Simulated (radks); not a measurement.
Problem. The argon ion Ar7+ is in [Ne] 3s1. Calculated with a radial shooting solver on a logarithmic mesh with Libxc functionals: scalar-relativistic Kohn-Sham, r2SCAN, spin-polarised, spherical densities, finite nucleus; meta-GGA in the generalised Kohn-Sham scheme; Fermi nuclear charge, rms radius of each element as measured or else 0.836 A^(1/3) + 0.57 fm. Open shells are filled with parallel spins first. One electron is removed from 2s, 1s, 2p, 3s in turn, with full relaxation. Which removal costs least, and what does each cost?

Solution. 3s 143.32 eV; 2p 398.16 eV; 2s 464.33 eV; 1s 3363.9 eV. The 3s electron leaves first.
